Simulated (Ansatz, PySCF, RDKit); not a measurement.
Constitutional and geometric isomers with formula C2H7NO. Isolated molecules, 0 K electronic values unless said otherwise. One relaxed conformer stands for each flexible species; it need not be the lowest. Strings in code marks are SMILES.

Quantity: electronic energy of isomers of C2H7NO relative to `C[C@@H](N)O`, in kcal/mol. Force-field values (RDKit) are differences of steric energies, which aren't made for comparing isomers with other bonds.

Level 1: frozen-core CCSD(T)/cc-pVDZ // PBE0-D3(BJ)/def2-TZVP (Ansatz, a first-principles code)
Level 2: PBE-D3(BJ)/def2-TZVP // PBE0-D3(BJ)/def2-TZVP (PySCF)
Level 3: SVWN5/6-31G* // PBE0-D3(BJ)/def2-TZVP (PySCF)
Level 4: UFF, relaxed from the DFT geometry (RDKit)

```
species                                            level 2  level 3  level 4
-------------------------------------------------  -------  -------  -------
`COCN`                                                11.9     7.94     4.30
`CNCO` (C–N–C–O torsion 57°, N–C–O–H torsion 71°)     9.91     8.49     1.92
```

Question: What does level 1 give for each?

Answer: 
- `COCN`: 12.5
- `CNCO` (C–N–C–O torsion 57°, N–C–O–H torsion 71°): 10.0
